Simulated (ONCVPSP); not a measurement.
## Potentials for strontium compared

Generated with ld1.x 7.5 (TM, RRKJ, ultrasoft, PAW), atompaw 4.2 or ONCVPSP 4.0.1. The cutoff is in Ry: for ld1.x and atompaw files where the sum of valence levels is converged to 10 mRy in a Bessel basis, for ONCV files where the hardest occupied wave has 1 mHa per electron of residual kinetic energy. The error is the largest all-electron minus pseudo excitation energy over each file’s own four to seven test configurations (ionisations up to +4, promotions, holes and added fractions of an electron), all of which were solved. The labels leave out finer settings (local radius, basis sizes, second energies), which also bear on the numbers. Spin-polarised tests are not counted. The rows are a selection from randomly drawn settings: files with unsolved tests, undetermined cutoffs or missed reference levels are left out.

| potential | cutoff (Ry) | largest error (meV) | bound ghosts |
| --- | --- | --- | --- |
| ONCV, PBE, scalar-relativistic, rc 2.25/2.35/2.20 (spd), local smoothed, core correction no, reference 4s2 4p6 5s2, qcut 5.8/4.6/4.1, projectors 2/3/1 | 21 | -1.8 | none |
| ONCV, PBEsol, fully relativistic, rc 2.60/2.85/2.75 (spd), local smoothed, core correction no, reference 4s2 4p6 5s1 5p1, qcut 4.3/5.8/3.4, projectors 2/2/1 | 17 | +1.7 | none |
| ONCV, PBEsol, fully relativistic, rc 1.75/1.95/1.60 (spd), local smoothed, core correction no, reference 4s2 4p6 5s2, qcut 7.4/8.6/5.6, projectors 2/2/1 | 36 | +0.3 | none |

Q: Fill in the row for Sr: ONCV, PBE, fully relativistic, rc 1.95/1.85/1.70 (spd), local smoothed, core correction no, reference 4s2 4p6 5s1, qcut 6.7/6/5.2, projectors 2/2/1.

A: cutoff 29 Ry, largest error -24 meV, bound ghosts: none.

Q: Fill in the row for Sr: ONCV, revPBE, scalar-relativistic, rc 2.25/2.25/1.80 (spd), local smoothed, core correction yes, reference 4s2 4p6, qcut 5.7/7.4/5.7, projectors 2/3/2.

A: cutoff 24 Ry, largest error -16 meV, bound ghosts: none.

Q: Fill in the row for Sr: ONCV, LDA (Perdew-Zunger), fully relativistic, rc 2.40/2.80/2.15 (spd), local smoothed, core correction yes, reference 4s2 4p6 5s1.75 5p0.25, qcut 3.9/6.2/4.9, projectors 2/2/1.

A: cutoff 18 Ry, largest error -3.1 meV, bound ghosts: none.
